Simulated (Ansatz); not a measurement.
## What each rung costs, and what it gives

Saddle point of SiH2Cl3F, closed shell (SiHCl₂F ([F][SiH]([Cl])[Cl]) + HCl → SiHCl₃ ([Cl][SiH]([Cl])[Cl]) + HF; bonds formed: Si1–Cl7, F2–H6; bonds broken: Si1–F2, H6–Cl7), PBE0-D4/def2-TZVP structure:

| atom | x (Å) | y (Å) | z (Å) |
| --- | --- | --- | --- |
| Si1 | -0.5161 | 0.0294 | 0.0260 |
| F2 | 0.7577 | -1.0791 | 0.7742 |
| Cl3 | -1.4309 | 0.6349 | -1.7166 |
| Cl4 | -0.5047 | 1.5445 | 1.3723 |
| H5 | -1.4784 | -1.0087 | 0.4220 |
| H6 | 1.5586 | -0.5819 | 0.1216 |
| Cl7 | 1.6137 | 0.4610 | -0.9996 |

Barriers are electronic and count from the start structure reached by relaxing down the imaginary mode.

Ansatz 0.2.0; basis: as named in each row; cores frozen in the correlated methods. B3LYP uses VWN-RPA correlation. Extrapolation: Hartree–Fock as exp(−7.88 √X), correlation as X^−2.97.

Times are rough, for one single point on 4 threads of a shared host (AMD EPYC).

The estimate by CCSD(T) at an estimated basis limit (MP2 extrapolated from triple and quadruple zeta, plus CCSD(T) − MP2 in triple zeta) is 184.2 kJ/mol.

| method | basis | time (s) | barrier (kJ/mol) | method less estimate |
| --- | --- | --- | --- | --- |
| HF | STO-3G | under 1 | 132.7 | -51.5 |
| PBE-D4 | STO-3G | 1 | -27.6 | -211.8 |
| SPW92 | def2-SVP | 1 | 83.2 | -101.0 |
| PBE-D4 | def2-SVP | 2 | 121.0 | -63.2 |
| B3LYP-D4 | 6-31G | 2 | 137.1 | -47.2 |
| PBE0-D4 | def2-SVP | 3 | 142.4 | -41.9 |
| SPW92 | def2-TZVPP | 3 | 106.2 | -78.0 |
| PBE-D4 | def2-TZVPP | 4 | 141.4 | -42.9 |
| BLYP-D4 | def2-TZVPP | 4 | 164.6 | -19.7 |
| CCSD(T) | def2-SVP | 6 | 188.4 | 4.2 |
| BHLYP-D4 | def2-TZVPP | 7 | 202.4 | 18.2 |
| B3LYP-D4 | def2-TZVPP | 8 | 179.1 | -5.1 |
| r2SCAN-D4 | def2-TZVPP | 8 | 160.4 | -23.8 |
| wB97M-V | def2-SVP | 8 | 148.6 | -35.6 |
| CAM-B3LYP-D4 | def2-TZVPP | 8 | 184.2 | 0.0 |
| PBE0-D4 | def2-TZVPP | 8 | 162.1 | -22.1 |
| r2SCAN0-D4 | def2-TZVPP | 12 | 173.4 | -10.9 |
| RPA on PBE | def2-TZVPP | 13 | 189.6 | 5.4 |
| B97M-V | def2-TZVPP | 14 | 182.9 | -1.3 |
| B2PLYP | def2-TZVPP | 15 | 186.3 | 2.1 |
| wB97X-V | def2-TZVPP | 16 | 179.2 | -5.0 |
| PBE-QIDH | def2-TZVPP | 16 | 177.1 | -7.1 |
| wB97M-V | def2-TZVPP | 20 | 171.6 | -12.7 |
| MP2 | def2-QZVPP | 34 | 175.8 | -8.4 |
| CCSD(T) | def2-TZVPP | 210 | 190.5 | 6.3 |

All methods are single points on the PBE0-D4 structures; a negative value means that the method puts the saddle structure below the start.

The T1 diagnostic stays at or below 0.011.

Labels in which every atom is bracketed show which atoms are joined, not bond orders.
